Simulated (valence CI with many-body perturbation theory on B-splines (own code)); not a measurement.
Results of a calculation; reference values are marked as such.
**Sensitivity of CI+MBPT for Bi44+**

Method: relativistic CI+MBPT: three valence electrons over a frozen Dirac-Fock core [Kr], a basis of 6 s, 6 p, 5 d, 5 f, 1 g functions for each j, with the one-electron correlation potential Σ1, the two-electron term Σ2, the three-electron term Σ3, Breit, model QED; selected CI, second order for the rest, scaled by the run's own slope (own B-spline code, finite nucleus).

No measured spectrum was set against this ion. As an estimate, large intervals hold to a few tenths of a per cent, small ones and those within an open d or f shell to about a per cent. Only levels of the ground parity were solved; by the run's estimate the other parity begins above the list, which can be wrong where configurations are misplaced.

The reference run has the lowest level (4d3/2^3) J=3/2 and an ionisation energy of 2254.66 eV. Its largest variational space holds 2425 state functions.

Levels are named by their leading jj configuration (3d3/2^4 stands for four electrons in 3d with j = 3/2), which in mixed levels can hold well under half, so a name can repeat and another be missing. Letters in brackets count levels of one name in rising energy.

Changed runs:
A. size limit of the variational space 10000 → 3000; second order for the rest on → off; hole-hole ladder in Σ2 on → off
B. correlating orbitals by l 3 3 3 3 1 → 4 4 3 0 0
C. Breit term on → off; QED terms on → off
D. scale of Σ1 1 → 3 (bad on purpose)

Excitation energies of the reference run in cm⁻¹, and shifts in cm⁻¹:

```tsv
Level	Reference	A	B	C	D
(4d3/2^2 4d5/2) J=5/2 [a]	243847	-2284	-504	+4645	+1971
(4d3/2^2 4d5/2) J=3/2	265194	-1015	-71	+4278	+1950
(4d3/2^2 4d5/2) J=7/2	282903	-2352	-4.4	+5700	+2013
(4d3/2^2 4d5/2) J=9/2	283800	-3508	+71	+6170	+1994
(4d3/2^2 4d5/2) J=1/2	285380	-8.7	+230	+4522	+1963
(4d3/2^2 4d5/2) J=5/2 [b]	369076	+2214	+907	+4649	+2041
(4d3/2 4d5/2^2) J=7/2 [a]	521296	-2864	-418	+9417	+3916
(4d3/2 4d5/2^2) J=9/2	539977	-3595	-238	+10390	+3957
(4d3/2 4d5/2^2) J=3/2 [a]	555467	+177	+30	+8667	+3928
(4d3/2 4d5/2^2) J=1/2	566671	+503	+384	+8918	+3933
(4d3/2 4d5/2^2) J=5/2 [a]	570210	-588	+212	+8866	+3892
(4d3/2 4d5/2^2) J=11/2	575766	-4438	+265	+11206	+3971
Ionisation energy (eV)	2254.66	-0.49	-0.13	+1.61	+5.96
```
